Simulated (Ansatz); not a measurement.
Spectroscopic constants of WO+, multiplicity 4 (lowest of 2S+1 = 2, 4, 6, 8, 10 at CCSD(T)/def2-TZVPP on PBE0 minima; our sources give no spin for the ground state, which may be another). No spin–orbit coupling.

Constants: fifth-degree fit in 1/R to seven points, most abundant isotopes. Runs in def2 and cc sets follow the lowest solution found near the PBE0 minimum.

Codes used: Ansatz (a quantum-chemistry and plane-wave program) with Gaussian orbitals. Values without a source in brackets are computed. In def2 rows elements past Kr take small-core potentials, without spin–orbit coupling.

```
level                 r_e (Å)  ω_e (cm⁻¹)  ω_e x_e (cm⁻¹)
--------------------  -------  ----------  --------------
SVWN5/def2-TZVPP        1.636        1123             3.9
PBE/def2-TZVPP          1.650        1086             4.1
B3LYP/def2-TZVPP        1.642        1115             4.1
CAM-B3LYP/def2-TZVPP    1.632           …             4.0
wB97X-V/def2-TZVPP          …           …             3.8
```

Problem. Some entries are withheld; supply them.

Solution. 
- wB97X-V/def2-TZVPP, r_e (Å): 1.627
- wB97X-V/def2-TZVPP, ω_e (cm⁻¹): 1165
- CAM-B3LYP/def2-TZVPP, ω_e (cm⁻¹): 1149
